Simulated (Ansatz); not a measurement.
A structure relaxed at PBE-D4/def2-SVP in Ansatz, charge 0, singlet:

```tsv
atom	x (Å)	y (Å)	z (Å)
B1	-1.8658	0.4842	0.5178
B2	0.1176	1.8637	0.0221
B3	1.0212	-1.2338	1.7868
B4	0.5280	-0.6940	-1.8809
O5	-0.4872	2.6035	-0.9744
O6	-2.7475	1.4038	-0.0353
O7	-0.5739	0.9359	0.7835
O8	-2.2337	-0.7941	0.7581
O9	1.4825	1.9494	0.1525
O10	2.1079	-0.5886	1.2132
O11	0.1537	-2.0667	1.0941
O12	0.7616	-1.0786	3.1199
O13	1.7883	-0.2851	-1.4889
O14	0.2949	-2.0537	-1.7248
O15	-0.4820	0.1008	-2.3444
H16	-1.4648	2.4942	-0.8841
H17	-3.6033	0.9913	-0.2509
H18	-1.4522	-1.3475	1.0378
H19	1.7924	1.2545	0.7872
H20	2.1770	-0.7401	0.2380
H21	0.3683	-2.2076	0.1414
H22	1.4027	-0.4727	3.5293
H23	1.8728	0.6872	-1.3592
H24	-0.6123	-2.2751	-2.0057
H25	-0.3461	1.0693	-2.2330
```

Q: Give its formula.

A: B4O11H10, a hydroxylated oxide cluster.

Q: Summarise the bond lengths by kind (pairs closer than 1.2 times the sum of covalent radii, bridged metal pairs left out).

A: 12 × B–O 1.35 to 1.39 Å; 10 × H–O 0.97 to 1.00 Å.

In the singlet geometry the species has come apart into loosely held pieces.
